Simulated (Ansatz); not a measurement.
Job for Ansatz (a first-principles code): R-r2SCAN/def2-TZVPP on CH4SeTe (SMILES C[Te][SeH]), a point of a torsion scan. Elements past Kr take the def2 small-core potentials; no spin–orbit coupling.

Ansatz 0.2 input:
```yaml
crystal:
  periodic: [false, false, false]
  atoms:
    - {symbol: C, position_ang: [-1.16290875, -0.12587259, -0.01237363]}
    - {symbol: Te, position_ang: [0.78111734, 0.83065759, 0.14864553]}
    - {symbol: Se, position_ang: [1.04348673, 1.28609877, -2.28071493]}
    - {symbol: H, position_ang: [-1.31064412, -0.45955435, -1.03086301]}
    - {symbol: H, position_ang: [-1.94706643, 0.56905194, 0.25731450]}
    - {symbol: H, position_ang: [-1.18658899, -0.97533617, 0.65634483]}
    - {symbol: H, position_ang: [1.74185948, 0.07888695, -2.67875607]}
basis:
  gaussian:
    orbitals: def2-TZVPP
hamiltonian:
  xc: {name: r2SCAN}
scf: {lower_state_search: off}
```

Program output:

```
WARN ansatz: RAYON_NUM_THREADS=1 ignored (pool sized by the plan → 1); use --threads N
Functional definition: r2SCAN
these checks for a lower state are left out or cut short: stability, starts, cluster_reference, orbital_swaps, neighbouring_geometries, increment
integrals: 0.10 GiB planned
1189 factors; their error is unknown
mean field: 0.72 GiB planned
mean field evaluation 1: about -73740.4013 eV, gradient 5.7e1 eV
mean field evaluation 2: about -73725.9469 eV, gradient 8.5e1 eV
mean field evaluation 4: about -73748.1634 eV, gradient 6.2e0 eV
mean field evaluation 8: about -73748.2230 eV, gradient 2.1e-1 eV
mean field evaluation 16: about -73748.0613 eV, gradient 7.5e-4 eV
mean field -73748.06128489 eV, -2710.1912639885 hartree, gradient 3.6e-6 eV, S^2 0.000000; 0 other end points of the search recorded, 0 dependent functions left out
reference -73748.06129576 eV, -2710.1912643879 hartree; 34, 34 occupied and 151, 151 virtual orbitals, 1189 factors
Total energy: -73748.06129576 eV, -2710.1912643879 hartree
Checks for a lower state left out: stability, starts, cluster_reference, orbital_swaps, neighbouring_geometries, increment
```

The calculation finished and met its thresholds.

Cost: roughly 5 core-seconds.
